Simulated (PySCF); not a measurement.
PySCF 2.14 output of an unrestricted LC-wPBE calculation on a single atom or ion in aug-cc-pCVTZ-DK with one added diffuse shell each of s, p, d, f type (9s8p6d4f, 91 functions), with the spin-free X2C one-electron Hamiltonian (Gaussian nucleus):

```
SCF conv_tol = 1e-09
number electrons alpha = 9  beta = 5
    O. A. Vydrov and G. E. Scuseria.,  J. Chem. Phys. 125, 234109 (2006)
cycle= 1 E= -340.961919666982  delta_E= -0.0099  |g|= 0.0199  |ddm|= 0.197
cycle= 2 E= -340.962255175505  delta_E= -0.000336  |g|= 0.00671  |ddm|= 0.0338
cycle= 3 E= -340.962332096465  delta_E= -7.69e-05  |g|= 0.00323  |ddm|= 0.0174
cycle= 4 E= -340.962381890114  delta_E= -4.98e-05  |g|= 0.00176  |ddm|= 0.0193
cycle= 5 E= -340.962417324318  delta_E= -3.54e-05  |g|= 0.00167  |ddm|= 0.0181
cycle= 6 E= -340.962443269186  delta_E= -2.59e-05  |g|= 0.00166  |ddm|= 0.0139
cycle= 7 E= -340.962857263389  delta_E= -0.000414  |g|= 0.00175  |ddm|= 0.251
cycle= 8 E= -340.9629913662  delta_E= -0.000134  |g|= 0.00182  |ddm|= 0.108
cycle= 9 E= -340.963079288392  delta_E= -8.79e-05  |g|= 0.00103  |ddm|= 0.0825
cycle= 10 E= -340.963171325289  delta_E= -9.2e-05  |g|= 0.00502  |ddm|= 0.627
cycle= 11 E= -340.963169924526  delta_E= 1.4e-06  |g|= 0.00505  |ddm|= 0.00222
cycle= 12 E= -340.963251599268  delta_E= -8.17e-05  |g|= 0.0013  |ddm|= 0.189
cycle= 13 E= -340.963256090594  delta_E= -4.49e-06  |g|= 0.00041  |ddm|= 0.0932
cycle= 14 E= -340.963257230332  delta_E= -1.14e-06  |g|= 9.99e-05  |ddm|= 0.035
cycle= 15 E= -340.963257261124  delta_E= -3.08e-08  |g|= 2.13e-05  |ddm|= 0.00383
cycle= 16 E= -340.963257262265  delta_E= -1.14e-09  |g|= 1.83e-06  |ddm|= 0.000852
cycle= 17 E= -340.963257262263  delta_E= 1.99e-12  |g|= 9.33e-07  |ddm|= 6.21e-05
converged SCF energy = -340.963257262263  <S^2> = 6.0000193  2S+1 = 5.0000077
```

The run itself started from symmetry-adapted Hartree-Fock orbitals and held the occupation by maximum overlap, on a logarithmic radial grid, so the iterations belong to that start.

Problem. Which element, charge and spin multiplicity is this?

Solution. P⁺ (phosphorus, charge +1), multiplicity 5; the state was [Ne] 3s1 3p2 3d1, one real determinant (an excited configuration).

⟨L²⟩ = 6.85 against 12 for a pure F term, so this real determinant mixes terms. The outer electron is Rydberg-like, and this basis confines it to a smaller radius and binds it less than a complete one would.
